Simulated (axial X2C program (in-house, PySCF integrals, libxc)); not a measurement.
**Spectroscopic constants of ScO**

Computed with an in-house all-electron X2C program for linear molecules (integrals from PySCF). Spin-free means the one-electron spin-free X2C Hamiltonian; two-component (2c) means X2C with spin–orbit coupling and atomic mean-field two-electron Coulomb and Gaunt terms, so the difference of the two also holds small scalar two-electron terms. Basis: Sc dyall-cv3z [10s11p7d5f2g], O dyall-av3z [7s6p3d2f] (cores contracted in-house); Gaussian nuclei, density fitting, unrestricted open shells. Masses: Sc 44.956 u, O 15.995 u.

Input:
```json
{"zs": [21, 8], "q": 0, "bas": ["dyall-cv3z", "dyall-av3z"], "levels": ["PBE0", "HF", "BHandHLYP"], "cc": true, "r0": 1.73, "thr": -1.0, "nmax": 90, "npts": 10, "nst": 2, "ntry": 6}
```
```bash
python so2c.py task.json out
```

Keys: zs atomic numbers; q charge; bas basis sets; levels methods; cc coupled cluster on or off; r0 starting distance in Å; thr threshold in hartree for freezing inner shells (an s shell follows its p shell); nmax most natural virtual spinors; npts points on the curve; nst determinants followed; ntry starts of the search. HF also brings MP2.

State, spin-free: M_S = 1/2, Λ = 0 (beyond evenly filled blocks: σα); electrons by block: σα: 9, σβ: 8, π+α: 3, π+β: 3, π-α: 3, π-β: 3. Fragments: Sc + O.

State, 2c: Ω = 1/2 (⟨Sz⟩ = 0.50, ⟨Lz⟩ = 0.00 at PBE0); electrons by block: 1/2: 12, -1/2: 11, 3/2: 3, -3/2: 3. Fragments: Sc + O.

```
Hamiltonian      level  Re (Å)  ωe (cm⁻¹)  ωexe (cm⁻¹)  Be (cm⁻¹)  αe (cm⁻¹)  De (eV)  D0 (eV)  μ (D)
  spin-free       PBE0   1.645     1021.5         3.45     0.5281    0.00242     6.98     6.92  -3.74
  spin-free         HF   1.649     1048.4          n/a     0.5255    0.00189     3.16     3.10  -4.39
  spin-free       CCSD   1.669     1001.4         3.02     0.5127    0.00224     6.11     6.05    n/a
  spin-free    CCSD(T)   1.687      958.0         3.03      0.502    0.00245     6.62     6.56    n/a
  spin-free  BHandHLYP   1.644     1039.8         3.21     0.5288    0.00222     5.79     5.72  -4.26
         2c       PBE0   1.645     1021.5         3.45     0.5282    0.00242     6.98     6.92  -3.73
         2c         HF   1.649     1048.3          n/a     0.5256    0.00189     3.15     3.09  -4.39
         2c       CCSD   1.669     1000.8            3      0.513    0.00234     6.10     6.04    n/a
         2c    CCSD(T)   1.687      958.0         3.06     0.5022    0.00251     6.61     6.55    n/a
         2c  BHandHLYP   1.644     1039.7         3.21     0.5288    0.00222     5.79     5.72  -4.26
```

Correlated methods: 9 electrons correlated (number of frozen shells: Sc 3 s, 2 p; O 1 s), 301 virtual spin orbitals or spinors in MP2, 90 natural virtuals in coupled cluster.

Dipoles are positive if O is the positive end.

The state is a single determinant with fixed occupations, the lowest that a limited PBE0 search found. Dissociation energies refer to the lowest single-determinant-based atoms at the same level and basis. Density functionals use the spin component along the axis (collinear). CCSD and (T) use frozen natural virtuals with an MP2 correction for the truncation; (T) itself is uncorrected, so its De runs slightly low. In 2c an atomic determinant is not the ground J level, so De misses part of the atomic spin–orbit lowering. This holds for PBE0, BHandHLYP. The functionals have no current-density term, which raises determinants with orbital currents, atoms included. The outer-core s and p shells of the metal are frozen in the correlated rows, which leaves out core–valence correlation; for alkali and alkaline-earth bonds that tends to lengthen them. The determinant is spin-polarised beyond a pure state at some levels (its spin-free form has ⟨S²⟩ too high), which makes Re and μ there less reliable.

No reliable constants came from MP2 (2c), MP2 (spin-free): no minimum in range, unconverged points, a curve that is not smooth, a change of character along it, or the two Hamiltonians disagreeing along it.

Rough cost a point (2c) on 1 thread(s) of a shared host, integrals apart: PBE0 1 s, HF 0.8 s, CCSD(T) 6 s, BHandHLYP 1.1 s.
